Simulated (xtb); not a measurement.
xtb input (GFN1-xTB):

```bash
xtb mol.xyz --gfn 1 --opt tight --chrg 0 --uhf 0
```
mol.xyz:
```
7

Si     0.00717731     0.01476664    -0.00660904
F     -0.01968428    -0.45326785     1.51139593
F     -0.75125230    -1.13286210    -0.80149879
O     -0.74132541     1.42789810    -0.22155486
O      1.53083967     0.19645370    -0.50544906
H     -1.69469379     1.44699211    -0.33039224
H      2.21652652    -0.37337002    -0.15012403
```

Output:

```
           -------------------------------------------------
          |                Calculation Setup                |
           -------------------------------------------------

           -------------------------------------------------
          |                 G F N 1 - x T B                 |
           -------------------------------------------------

        Reference                      10.1021/acs.jctc.7b00118
      * Hamiltonian:
        H0-scaling (s, p, d)           1.850000    2.250000    2.000000
        zeta-weighting                 0.000000
      * Dispersion:
        s8                             2.400000
        a1                             0.630000
        a2                             5.000000
        s9                             0.000000
      * Repulsion:
        kExp                           1.500000
        rExp                           1.000000
      * Coulomb:
        alpha                          2.000000
        third order                    atomic
        anisotropic                    false
      * Halogen bond correction:
        rad-scale                      1.300000
        damping                        0.440000

          ...................................................
          :                      SETUP                      :
          :.................................................:
          :  # basis functions                  30          :
          :  # atomic orbitals                  29          :
          :  # shells                           15          :
          :  # electrons                        32          :
          :  # halogen bonds                     0          :
          :  max. iterations                   250          :
          :  Hamiltonian                  GFN1-xTB          :
          :  restarted?                      false          :
          :  GBSA solvation                  false          :
          :  PC potential                    false          :
          :  electronic temp.          300.0000000     K    :
          :  accuracy                    1.0000000          :
          :  -> integral cutoff          0.2500000E+02      :
          :  -> integral neglect         0.1000000E-07      :
          :  -> SCF convergence          0.1000000E-05 Eh   :
          :  -> wf. convergence          0.2000000E-04 e    :
          :  Broyden damping             0.4000000          :
          :  net charge                          0          :
          :  unpaired electrons                  0          :
          ...................................................

 iter      E             dE          RMSdq      gap      omega  full diag
   1    -22.9828212 -0.229828E+02  0.830E+00   10.17       0.0  T
   2    -22.9884966 -0.567542E-02  0.482E+00    9.92       1.0  T
   3    -22.9865830  0.191366E-02  0.509E-01    9.66       1.0  T
   4    -22.9890261 -0.244309E-02  0.305E-01    9.62       1.0  T
   5    -22.9897918 -0.765758E-03  0.452E-02    9.72       1.0  T
   6    -22.9898102 -0.183929E-04  0.884E-03    9.72       4.3  T
   7    -22.9898104 -0.200866E-06  0.177E-03    9.72      21.4  T
[...]
           -------------------------------------------------
          |                Property Printout                |
           -------------------------------------------------

    * Orbital Energies and Occupations

         #    Occupation            Energy/Eh            Energy/eV
      -------------------------------------------------------------
         1        2.0000           -0.8101553             -22.0454
       ...           ...                  ...                  ...
         4        2.0000           -0.7701693             -20.9574
         5        2.0000           -0.6517762             -17.7357
         6        2.0000           -0.6162510             -16.7690
         7        2.0000           -0.5658459             -15.3974
         8        2.0000           -0.5599997             -15.2384
         9        2.0000           -0.5499159             -14.9640
        10        2.0000           -0.5411497             -14.7254
        11        2.0000           -0.5364985             -14.5989
        12        2.0000           -0.5139189             -13.9844
        13        2.0000           -0.5039829             -13.7141
        14        2.0000           -0.5013125             -13.6414
        15        2.0000           -0.4997748             -13.5996
        16        2.0000           -0.4973807             -13.5344 (HOMO)
        17                         -0.1481683              -4.0319 (LUMO)
        18                         -0.1202291              -3.2716
        19                          0.0012178               0.0331
        20                          0.0119015               0.3239
        21                          0.0177484               0.4830
        22                          0.0314383               0.8555
        23                          0.2915276               7.9329
        24                          0.3058401               8.3223
        25                          0.4123713              11.2212
        26                          0.4616380              12.5618
        27                          0.7864740              21.4010
       ...                                ...                  ...
        29                          1.4760406              40.1651
      -------------------------------------------------------------
Note: The following floating-point exceptions are signalling: IEEE_DENORMAL
normal termination of xtb
                  HL-Gap            0.3492125 Eh            9.5026 eV
             Fermi-level           -0.3227745 Eh           -8.7831 eV

  Mulliken/CM5 charges         n(s)   n(p)   n(d)
     1Si    0.68960  0.63421   0.684  1.258  1.368
     2F    -0.24002 -0.21573   1.753  5.488  0.000
     3F    -0.24002 -0.21573   1.753  5.488  0.000
     4O    -0.47456 -0.65232   1.599  4.875  0.000
     5O    -0.47456 -0.65232   1.599  4.875  0.000
     6H     0.36978  0.55094   0.630  0.000  0.000
     7H     0.36978  0.55094   0.630  0.000  0.000

Wiberg/Mayer (AO) data.
largest (>0.10) Wiberg bond orders for each atom

 ---------------------------------------------------------------------------
     #   Z sym  total        # sym  WBO       # sym  WBO       # sym  WBO
 ---------------------------------------------------------------------------
     1  14 Si   5.243 --     4 O    1.404     5 O    1.404     2 F    1.203
                             3 F    1.203
     2   9 F    1.287 --     1 Si   1.203
     3   9 F    1.287 --     1 Si   1.203
     4   8 O    2.312 --     1 Si   1.404     6 H    0.838
     5   8 O    2.312 --     1 Si   1.404     7 H    0.838
     6   1 H    0.863 --     4 O    0.838
     7   1 H    0.863 --     5 O    0.838
 ---------------------------------------------------------------------------

Topologies differ in total number of bonds
Writing topology from bond orders to xtbtopo.mol

 dipole moment from electron density (au)
     X       Y       Z
   0.4690   0.9649  -0.4319  total (Debye):    2.940

           -------------------------------------------------
          |                Geometry Summary                 |
           -------------------------------------------------

      molecular mass/u    :      100.0969964
   center of mass at/Å    :       -0.0795141      -0.1635929       0.0732185
  moments of inertia/u·Å² :        0.1243371E+03   0.1257322E+03   0.1281263E+03
rotational constants/cm⁻¹ :        0.1355800E+00   0.1340757E+00   0.1315704E+00

 * 6 selected distances

     #   Z          #   Z                                           value/Å
     1  14 Si       2   9 F                                       1.5884041
     1  14 Si       3   9 F                                       1.5884041
     1  14 Si       4   8 O                                       1.5884916
     1  14 Si       5   8 O                                       1.5884916 (max)
     4   8 O        6   1 H                                       0.9428717
     5   8 O        7   1 H                                       0.9428717 (min)

 * 3 distinct bonds (by element types)

   Z      Z             #   av. dist./Å        max./Å        min./Å
   1 H    8 O           2     0.9428717     0.9428717     0.9428717
   8 O   14 Si          2     1.5884916     1.5884916     1.5884916
   9 F   14 Si          2     1.5884041     1.5884041     1.5884041

optimized geometry written to: xtbopt.xyz

           -------------------------------------------------
          | TOTAL ENERGY              -22.902141975533 Eh   |
          | GRADIENT NORM               0.000308762309 Eh/α |
          | HOMO-LUMO GAP               9.502554558160 eV   |
           -------------------------------------------------

------------------------------------------------------------------------
------------------------------------------------------------------------
 total:
 SCF:
 ANC optimizer:
```
